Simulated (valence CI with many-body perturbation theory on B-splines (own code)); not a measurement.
Values are calculated unless marked as measured or tabulated.
## Assign the levels of B I

Level of theory: configuration interaction combined with many-body perturbation theory (CI+MBPT): three valence electrons over a frozen Dirac-Fock core [He], radial functions for each j: 11 s, 11 p, 9 d, 7 f, 5 g, 2 h, 1 i, with the one-electron correlation potential Σ1, the two-electron term Σ2, the three-electron term Σ3, Breit, model QED; selected CI, second order for the rest (own B-spline code, finite nucleus).

Set against measurement, 16 paired levels are off by 30 cm⁻¹ on average, the worst by 79. These come from a selection out of the NIST Handbook of Basic Atomic Spectroscopic Data. Levels without a partner in it may be off by more.

| No. | J | Parity | E (cm⁻¹) | g |
| --- | --- | --- | --- | --- |
| 1 | 1/2 | odd | 0.0 | 0.666 |
| 2 | 3/2 | odd | 15.1 | 1.334 |
| 3 | 1/2 | even | 28948 | 2.670 |
| 4 | 3/2 | even | 28954 | 1.735 |
| 5 | 5/2 | even | 28961 | 1.601 |
| 6 | 1/2 | even | 40019 | 2.002 |
| 7 | 5/2 | even | 47877 | 1.200 |
| 8 | 3/2 | even | 47877 | 0.799 |
| 9 | 1/2 | odd | 48591 | 0.666 |
| 10 | 3/2 | odd | 48593 | 1.334 |
| 11 | 3/2 | even | 54753 | 0.800 |
| 12 | 5/2 | even | 54753 | 1.200 |
| 13 | 1/2 | even | 54978 | 2.002 |
| 14 | 1/2 | odd | 57761 | 0.666 |

Energies count from the lowest level. Strongly mixed levels and levels close to another of their J and parity are left out, so the numbers can have gaps.

Problem. Give configuration and LS term of each level.

Solution. 1: 2s²2p ²P°; 2: 2s²2p ²P°; 3: 2s2p² ⁴P; 4: 2s2p² ⁴P; 5: 2s2p² ⁴P; 6: 2s²3s ²S; 7: 2s2p² ²D; 8: 2s2p² ²D; 9: 2s²3p ²P°; 10: 2s²3p ²P°; 11: 2s²3d ²D; 12: 2s²3d ²D; 13: 2s²4s ²S; 14: 2s²4p ²P°.
